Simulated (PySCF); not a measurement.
CHCl2, SMILES Cl[CH]Cl, multiplicity 2.

Geometry: PBE0-D3(BJ)/def2-TZVP. The isomer is the one that the SMILES or the coordinates give; other isomers of the formula were not compared.

Computed with TDA-LC-ωPBE/def2-SVPD run with PySCF.

Vertical excitations. Gas-phase values at a fixed geometry.

Computed UV-visible absorptions:
```tsv
state	energy (eV)	λ (nm)	f	main pairs
root 1	4.93	252	0.000	α HOMO→LUMO 77 %
root 2	5.83	213	0.002	β HOMO→LUMO 85 %
root 3	5.87	211	0.000	β HOMO−2→LUMO 97 %
root 4	6.16	201	0.020	α HOMO→LUMO+1 22 %, α HOMO→LUMO+8 19 %, α HOMO→LUMO+5 6 %, β HOMO−1→LUMO 41 %
root 5	6.28	197	0.070	α HOMO→LUMO+1 19 %, α HOMO→LUMO+8 15 %, β HOMO−1→LUMO 43 %, β HOMO→LUMO 9 %
root 6	6.70	185	0.001	α HOMO→LUMO+2 84 %
root 7	7.47	166	0.033	α HOMO→LUMO+4 8 %, β HOMO−3→LUMO 84 %
root 8	7.48	166	0.002	α HOMO−1→LUMO 45 %, β HOMO→LUMO+1 14 %
root 9	7.60	163	0.011	α HOMO→LUMO+3 62 %
root 10	7.73	160	0.001	α HOMO−2→LUMO 41 %, β HOMO−2→LUMO+1 16 %
```
Unrestricted roots are not spin-pure.
